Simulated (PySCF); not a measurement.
C2H8BFN2, SMILES NB([C@@H](F)C)N.

Geometry: r2SCAN-D4/def2-SVP. The structure was generated by enumeration; whether it is a known compound was not checked. The values are those of a single conformer.

Calculation: TDA-LC-ωPBE/def2-SVPD (PySCF).

Vertical excitations. Isolated molecule, no solvent.

Task: Give excitation energies, oscillator strengths and character. (Estimate from the structure and the level; the computed values follow.)

Result: 
```tsv
state	energy (eV)	λ (nm)	f	main pairs
S1	6.81	182	0.000	HOMO→LUMO 86 %
S2	7.85	158	0.074	HOMO→LUMO+2 45 %, HOMO−2→LUMO 18 %, HOMO→LUMO+1 16 %
S3	8.40	148	0.207	HOMO→LUMO+7 31 %, HOMO→LUMO+1 22 %, HOMO→LUMO+4 16 %, HOMO→LUMO+6 8 %
S4	8.49	146	0.064	HOMO→LUMO+4 51 %, HOMO→LUMO+3 14 %
S5	8.59	144	0.018	HOMO−1→LUMO 64 %, HOMO−1→LUMO+1 12 %
S6	8.94	139	0.020	HOMO−1→LUMO+4 37 %, HOMO−1→LUMO+1 20 %, HOMO−1→LUMO+7 16 %
S7	9.14	136	0.005	HOMO→LUMO+5 37 %, HOMO→LUMO+6 17 %, HOMO→LUMO+2 9 %
S8	9.33	133	0.013	HOMO−1→LUMO+2 42 %, HOMO−1→LUMO 17 %, HOMO−1→LUMO+8 14 %
S9	9.35	133	0.019	HOMO−2→LUMO 50 %
S10	9.36	132	0.002	HOMO→LUMO+5 22 %, HOMO→LUMO+7 21 %, HOMO−2→LUMO 7 %, HOMO−2→LUMO+2 7 %
T1	6.53	190	0	HOMO→LUMO 81 %
T2	6.95	178	0	HOMO→LUMO+4 37 %, HOMO→LUMO+7 35 %, HOMO→LUMO+1 12 %
T3	7.41	167	0	HOMO→LUMO+2 45 %, HOMO−2→LUMO 19 %, HOMO→LUMO+1 10 %
T4	8.11	153	0	HOMO−1→LUMO+4 35 %, HOMO−1→LUMO+1 24 %, HOMO−1→LUMO+7 13 %, HOMO−1→LUMO 12 %
```
Triplets are in the Tamm–Dancoff approximation.
